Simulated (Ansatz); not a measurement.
Isomers of Au2S2⁻ (doublet), relaxed with PBE-D4/def2-SVPD; total energies from Ansatz at PBE0-D4/def2-TZVPD.

| isomer | description | energy (Eh) |
| --- | --- | --- |
| A | point group D2h; 4 × Au–S 2.43 Å | -1067.73101 |
| B | point group Cs; 3 × Au–S 2.25 to 2.29 Å | -1067.74970 |

In the def2 sets Au takes a core potential; there is no spin–orbit coupling.

The isomers come from a short search, and lower ones may exist.

Question: Work out the relative energies (1 Eh = 2625.5 kJ/mol) and the Boltzmann populations at 800 K from electronic energies alone (R = 8.314 J/mol/K).

Answer: ΔE: A 49.1, B 0.0 kJ/mol. RT = 6.65 kJ/mol. Factors exp(−ΔE/RT): A 0.000621, B 1; sum 1.001. Populations: A 0.1 %, B 99.9 %. Zero-point energy, vibrational entropy and symmetry numbers are left out and can shift these; an error of 4 kJ/mol changes a ratio by a factor of 1.8. Over the other density-functional and correlated levels in def2 sets, the gap between B and A ranges from 42 to 57 kJ/mol.
